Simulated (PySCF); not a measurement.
Species: C3H4N, net charge 0, doublet state. It need not be the lowest isomer of its formula. SMILES: [C-]#[N+][CH]C
Geometry: optimised at B3LYP-D3(BJ)/def2-TZVP (Ansatz).

Dispersion corrections to the total energy (kcal/mol) from the dftd3 and dftd4 libraries through PySCF: D3(BJ) without and D4 with the three-body term, each with the damping fitted for the functional named.

```json
[
 {"functional": "PBE0", "D3(BJ)": "-2.64", "D4": "-2.31"},
 {"functional": "B2PLYP", "D3(BJ)": "…", "D4": "-1.94"},
 {"functional": "B2GP-PLYP", "D3(BJ)": "-1.70", "D4": "-1.15"},
 {"functional": "HF", "D3(BJ)": "-26.69", "D4": "-10.99"},
 {"functional": "LC-wPBE", "D3(BJ)": "-2.80", "D4": "-3.06"},
 {"functional": "PBE", "D3(BJ)": "-3.13", "D4": "…"},
 {"functional": "BHLYP", "D3(BJ)": "…", "D4": "-3.03"}
]
```

### Question
Some entries are withheld; supply them.

### Answer

- B2PLYP, D3(BJ): -2.37
- PBE, D4: -2.78
- BHLYP, D3(BJ): -4.02
